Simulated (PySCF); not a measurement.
A structure optimised at PBE-D3(BJ)/def2-SVP, used in a PySCF frequency run:

```
Al
C 1 1.9531
H 2 1.1090 1 111.77
H 2 1.1092 3 108.31 1 -123.40
H 2 1.1108 3 107.43 4 -115.64
S 1 2.2082 2 119.36 3 27.00
H 6 1.3623 1 95.43 2 178.38
S 1 2.2083 2 119.28 3 -153.71
H 8 1.3622 1 95.40 2 -178.39
```
Charge 0, spin multiplicity 1.

Problem. Write its SMILES and formula.

Solution. [CH3][Al]([SH])[SH], CH₅AlS₂

Problem. What are its rotational constants (standard atomic weights)?

Solution. 3.8106, 2.0650, 1.3508 GHz
